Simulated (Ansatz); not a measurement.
Geometry optimisation, Ansatz 0.2.0, RKS B3LYP/def2-SVP.

input.yaml

```yaml
crystal:
  periodic: [false, false, false]
  atoms:
    - { symbol: B, position_ang: [0.0, 0.0, 0.0] }
    - { symbol: "N", position_ang: [0.0, 0.0, 1.9] }
    - { symbol: H, position_ang: [-0.877, -0.2713, 2.43] }
    - { symbol: H, position_ang: [0.877, 0.2713, 2.43] }
    - { symbol: F, position_ang: [1.1431, 0.0, -0.66] }
    - { symbol: H, position_ang: [-1.0305, 0.0, -0.595] }
    - { symbol: Si, position_ang: [-0.2814, 2.1166, 0.7095] }
    - { symbol: H, position_ang: [-1.6383, 2.5579, 0.4002] }
    - { symbol: H, position_ang: [-0.0669, 2.1796, 2.1523] }
    - { symbol: H, position_ang: [0.6781, 2.9876, 0.037] }
    - { symbol: H, position_ang: [-0.1504, 1.1313, 1.7779] }
basis:
  gaussian: { orbitals: def2-SVP }
hamiltonian:
  xc: b3lyp
relax:
  f_tol: 0.15
  max_steps: 25
  restrain:
    - { distance: [0, 6], at: 3.15, k: 30.0 }
    - { distance: [10, 1], at: 2.26, k: 30.0 }
    - { distance: [0, 1], at: 1.55, k: 30.0 }
    - { distance: [10, 6], at: 1.46, k: 30.0 }
```

Command:

```bash
$ ansatz run input.yaml --threads 2 --pin off --max-ram 3072MiB --backend cpu --events-out ev --progress --plain --runs-dir out
```

Question: Where does it end, and by what steps?

Answer: The run converged. The restraints hold the end off the free minimum. After 14 steps the energy has fallen by 5.759 eV (the restraints' own energy left out); H9 moved furthest, 1.71 Å. Parted: N2–H11 (1.15 → 2.28 Å).

```json
{"step": "0", "energy less start (eV)": "0.0000", "largest force component (eV/Å)": "6.698", "accepted": "yes"}
{"step": "1", "energy less start (eV)": "0.3758", "largest force component (eV/Å)": "3.807", "accepted": "yes"}
{"step": "2", "energy less start (eV)": "0.2665", "largest force component (eV/Å)": "2.715", "accepted": "yes"}
{"step": "3", "energy less start (eV)": "-0.7923", "largest force component (eV/Å)": "3.093", "accepted": "yes"}
{"step": "4", "energy less start (eV)": "-2.4875", "largest force component (eV/Å)": "2.241", "accepted": "yes"}
{"step": "5", "energy less start (eV)": "-3.3893", "largest force component (eV/Å)": "2.237", "accepted": "yes"}
{"step": "6", "energy less start (eV)": "-4.2398", "largest force component (eV/Å)": "2.256", "accepted": "yes"}
{"step": "7", "energy less start (eV)": "-4.9130", "largest force component (eV/Å)": "1.811", "accepted": "yes"}
{"step": "8", "energy less start (eV)": "-5.3304", "largest force component (eV/Å)": "1.792", "accepted": "yes"}
{"step": "9", "energy less start (eV)": "-5.5730", "largest force component (eV/Å)": "1.877", "accepted": "yes"}
{"step": "10", "energy less start (eV)": "-5.6952", "largest force component (eV/Å)": "2.140", "accepted": "yes"}
{"step": "11", "energy less start (eV)": "-5.7365", "largest force component (eV/Å)": "2.239", "accepted": "yes"}
{"step": "12", "energy less start (eV)": "-5.7559", "largest force component (eV/Å)": "2.183", "accepted": "no"}
{"step": "13", "energy less start (eV)": "-5.7432", "largest force component (eV/Å)": "2.811", "accepted": "yes"}
{"step": "14", "energy less start (eV)": "-5.7586", "largest force component (eV/Å)": "2.401", "accepted": "yes"}
```

```xyz
11
Properties=species:S:1:pos:R:3
B 0.093 -0.254 0.288
N 0.088 -0.781 1.657
H -0.765 -1.041 2.132
H 0.933 -0.885 2.205
F 1.260 0.075 -0.270
H -0.928 -0.133 -0.338
Si -0.402 2.790 0.984
H -1.784 2.906 0.433
H -0.190 3.880 1.986
H 0.584 2.942 -0.123
H -0.236 1.474 1.627
```

Time of the run: 45 s on 2 threads of Intel(R) Xeon(R) Platinum 8375C CPU @ 2.90GHz (Ice Lake), with other jobs on the host, peak memory 0.21 GiB.
